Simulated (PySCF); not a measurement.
Partial charges of AlMe2(NEt2)

AlMe2(NEt2), C6H16AlN.
Cartesian coordinates in Å at the PBE0-D3(BJ)/def2-SVP level; atoms count from 1:
```
atom  x, y, z in Å
Al1    0.737    1.270   -0.012
C2     2.513    1.290    0.820
H3     3.214    0.620    0.293
H4     2.474    0.941    1.866
H5     2.963    2.296    0.825
C6    -0.123    2.808   -0.869
H7     0.534    3.692   -0.904
H8    -1.042    3.107   -0.335
H9    -0.426    2.579   -1.905
N10   -0.172   -0.278    0.011
C11    0.343   -1.478    0.642
C12   -0.273   -1.778    2.004
C13   -1.473   -0.427   -0.615
C14   -1.429   -1.102   -1.981
H15    1.435   -1.378    0.763
H16    0.203   -2.354   -0.022
H17   -0.072   -0.955    2.708
H18   -1.366   -1.900    1.938
H19    0.139   -2.706    2.431
H20   -2.158   -0.990    0.048
H21   -1.933    0.569   -0.728
H22   -0.821   -0.511   -2.685
H23   -0.985   -2.108   -1.923
H24   -2.440   -1.208   -2.407
```

Density: PBE0/pcSseg-1 (pcSseg-2 on Al) (PySCF); schemes: Mulliken, IAO, Hirshfeld and ESP-fitted. The structure is a single PBE0-D3(BJ)/def2-SVP conformer in the gas phase; no vibrational or solvent corrections.

Atoms with like bonding are taken together and averaged. At which atom do the 4 schemes differ most?

At N10: from -0.958 (ESP-fitted) to -0.226 e (Hirshfeld), 0.732 e apart.

Which atoms carry the highest charge in the Mulliken, IAO, Hirshfeld and ESP-fitted schemes?

All schemes agree: Mulliken Al1 (+0.886); IAO Al1 (+1.033); Hirshfeld Al1 (+0.550); ESP-fitted Al1 (+1.161).

What partial charge does each atom carry?

In e; atoms taken as equivalent share a row and are averaged (×n: the atom named and its like, n in all):

```tsv
atom	environment	Mulliken	IAO	Hirshfeld	ESP-fitted
Al1	aluminium bonded to 2 C and N	+0.886	+1.033	+0.550	+1.161
C2/C6	carbon bonded to Al and 3 H	-0.706	-0.802	-0.280	-0.901
H3 (×6)	hydrogen on C2	+0.141	+0.149	+0.030	+0.181
N10	nitrogen bonded to Al and 2 C	-0.805	-0.524	-0.226	-0.958
C11/C13	carbon bonded to C, N and 2 H	-0.043	-0.126	-0.026	+0.395
C12/C14	carbon bonded to C and 3 H	-0.281	-0.414	-0.123	-0.363
H15/H16/H20/H21	hydrogen on C11	+0.116	+0.121	+0.033	-0.017
H17 (×6)	hydrogen on C12	+0.111	+0.133	+0.036	+0.086
```

Mean size of the charges over all atoms: ESP-fitted 0.296 e, IAO 0.267 e, Mulliken 0.239 e, Hirshfeld 0.090 e. Each set sums to the total charge, 0, to within 0.001 e. The IAO scheme projects the occupied orbitals on a minimal set of polarised atomic orbitals and counts the electrons in each atom's part of it.

Some averages cover members that differ in this geometry: C11/C13, ESP-fitted +0.374 to +0.415; H17 (×6), ESP-fitted +0.071 to +0.107; H3 (×6), ESP-fitted +0.163 to +0.196 e.

Sum the charges by element, for elements with more than one atom.

```
element  atoms  Mulliken     IAO  Hirshfeld  ESP-fitted
      C      6    -2.062  -2.686     -0.857      -1.738
      H     16    +1.981  +2.177     +0.532      +1.535
```

How many electrons does the IAO scheme count on C14?

Its own charge is -0.414 e, so Z − q = 6.414.

These values come from a run that also computed NMR shieldings. The run took 27 s wall, 69 s CPU (with the writing of density and orbital grids) on AMD EPYC 9R45, 2 threads, on a shared host, and the process peaked at 2.0 GiB of memory.
